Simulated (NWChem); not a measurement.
CH₅ClO₂Si; SMILES CO[Si@@H](Cl)O

```xyz
10

C      1.0313     1.9199     0.5536
O      0.3498     1.3588    -0.5569
Si    -0.5319    -0.0444    -0.5111
O     -1.8112     0.0207     0.5554
Cl     0.7058    -1.6146     0.1063
H      1.8026     1.2238     0.9526
H      0.3297     2.1771     1.3784
H      1.5357     2.8493     0.2221
H     -1.0227    -0.2547    -1.8941
H     -1.6940    -0.4825     1.3796
```
Atoms are numbered in this order, from 1.

All runs: NWChem. Medium grid unless said otherwise, to which SCAN and Minnesota functionals are sensitive. Structure relaxed at the PBE-D3(BJ)/def2-SVP level. Hybrids' shares of exact exchange are those that their runs print; pure functionals count as 0. The functionals differ in more than this share.

| row | share of exact exchange | orbital gap (eV) |
|---|---|---|
| PBE/def2-SVP | 0.00 | 6.99 |
| BLYP/def2-SVP | 0.00 | 6.86 |
| B3LYP/def2-SVP | 0.20 | 8.96 |
| r2SCAN0/def2-SVP | 0.25 | withheld |
| PW6B95/def2-SVP | 0.28 | 9.69 |

Question: Fit a straight line of the last column on the one before it, predict the withheld value, and compare with the run.

Answer: 
1. Means of the 4 shown rows: x = 0.120, y = 8.125. Slope Σ(x − x̄)(y − ȳ)/Σ(x − x̄)² = 0.6052/0.06080 = 9.954; intercept 6.931.
2. The shown rows scatter about the line by 0.052 (root mean square); the largest residual is -0.07, at BLYP/def2-SVP.
3. At x = 0.25 (r2SCAN0/def2-SVP; inside the shown range) the line gives 9.42.
4. The run gives 10.30, +0.88 from the line, 17.0 times the scatter.
